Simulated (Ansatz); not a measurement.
Abridged output of a molecular run in Ansatz:

```
Functional definition: HF
1618 factors; integrals over basis functions are off by at most 1.3e-3 eV
mean field evaluation 1: about -10468.2922 eV, gradient 3.6e1 eV
mean field evaluation 2: about -10468.5023 eV, gradient 3.6e1 eV
mean field evaluation 4: about -10472.3981 eV, gradient 4.7e0 eV
mean field evaluation 8: about -10472.4745 eV, gradient 1.8e-1 eV
mean field -10472.47471718 eV, -384.8563473579 hartree, gradient 1.1e-6 eV, S^2 0.000000; 0 other end points of the search recorded, 0 dependent functions left out
9 core orbitals not correlated: weight in the atoms' cores, before any rotation towards them, 1.000 or more for the frozen orbitals, at most 0.000 for the correlated occupied ones
reference -10472.47471718 eV, -384.8563473579 hartree; 13, 13 occupied and 256, 256 virtual orbitals, 1618 factors
second order -18.74912745 eV of doubles, -0.00000000 eV of singles
cycle   1  -19.47150100 eV  change   -7.2e-1 eV  update   9.6e-2
cycle   2  -20.03111267 eV  change   -5.6e-1 eV  update   2.8e-2
cycle   3  -20.11093807 eV  change   -8.0e-2 eV  update   1.2e-2
cycle   4  -20.10400414 eV  change    6.9e-3 eV  update   2.9e-3
cycle   5  -20.10438122 eV  change   -3.8e-4 eV  update   1.5e-3
cycle   6  -20.10430853 eV  change    7.3e-5 eV  update   4.9e-4
cycle   7  -20.10407745 eV  change    2.3e-4 eV  update   1.9e-4
cycle   8  -20.10409898 eV  change   -2.2e-5 eV  update   6.8e-5
cycle   9  -20.10410887 eV  change   -9.9e-6 eV  update   2.0e-5
perturbative correction -0.84394873 eV, -0.0310145437 hartree
Total energy: -10493.42277477 eV, -385.6261742755 hartree
```

Its atoms:

```xyz
13

B     0.868    0.352   -1.433
C     0.257    0.093   -0.060
Al    0.476    1.307    1.429
C    -1.201   -0.453   -0.265
C    -0.168   -1.352    0.240
H     0.793   -0.495   -2.286
H     1.391    1.395   -1.714
H    -0.330    0.980    2.765
H     1.412    2.586    1.342
H    -1.540   -0.574   -1.288
H    -1.960   -0.080    0.414
H     0.215   -2.116   -0.427
H    -0.213   -1.644    1.284
```

Q: Which basis set was used?
A. cc-pV(D+d)Z
B. def2-TZVPP
C. cc-pV(Q+d)Z
D. def2-SVP

A: B. It gives 278 functions.

Q: Write the keys of the input that set method, charge and spin (a neutral closed shell needs none for the last two).

A: 
```yaml
correlation: {method: ccsd_t}
```
